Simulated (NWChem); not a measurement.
System: C4H8O; SMILES C[C@H]1CCO1

The following NWChem deck was run.

```
start job
memory heap 200 mb stack 900 mb global 1100 mb
geometry units angstroms noautoz
  C     -0.030416    -1.819251    -0.257915
  C      0.001168    -0.475885     0.444276
  C      1.081441     0.551886     0.033227
  C     -0.116349     1.474585    -0.262260
  O     -1.058768     0.410132    -0.007333
  H     -0.970687    -2.340203    -0.044499
  H      0.051223    -1.690542    -1.342973
  H      0.797556    -2.452460     0.084717
  H     -0.061676    -0.616584     1.534065
  H      1.769126     0.878401     0.817659
  H      1.654772     0.257949    -0.851123
  H     -0.202892     1.862286    -1.284921
  H     -0.240145     2.307423     0.443945
end
basis spherical
  * library def2-tzvp
end
dft
  xc r2scan
  iterations 150
  semidirect filesize 400000000
  mulliken
end
task dft energy
```

Structure relaxed at the B3LYP/6-31G* (spherical d) level.

Question: Give the results of this calculation. (r2SCAN/def2-TZVP.) Quantities: energy (Ha); highest occupied level (eV); orbital gap (eV); dipole (D).

Answer: The energy (Ha) is -232.38. The highest occupied level (eV) is -5.84. The orbital gap (eV) is 7.11 and the dipole (D) is 1.79.
